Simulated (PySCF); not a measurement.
TiCl₃⁺ (singlet). Method: PBE/[Ti def2-SVP, Cl def2-SVP], no relativity, density fitting, PySCF.

Harmonic bands of its minimum:

```json
{"ω (cm⁻¹)": "122", "IR (km/mol, summed over degenerate members)": "11.2", "degeneracy": "1"}
{"ω (cm⁻¹)": "137", "IR (km/mol, summed over degenerate members)": "0.8", "degeneracy": "2"}
{"ω (cm⁻¹)": "451", "IR (km/mol, summed over degenerate members)": "10.0", "degeneracy": "1"}
{"ω (cm⁻¹)": "537", "IR (km/mol, summed over degenerate members)": "186", "degeneracy": "2"}
```

The central atom is Ti. Infer the point group and assign the bands.

C3v. The modes span 2a1 + 2e: 122 a1, 137 e, 451 a1, 537 e. The computed geometry has Ti–Cl 2.119 Å (×3); Cl–Ti–Cl 109.3° (×3).

Only a few start shapes were tried, so a lower isomer may exist.
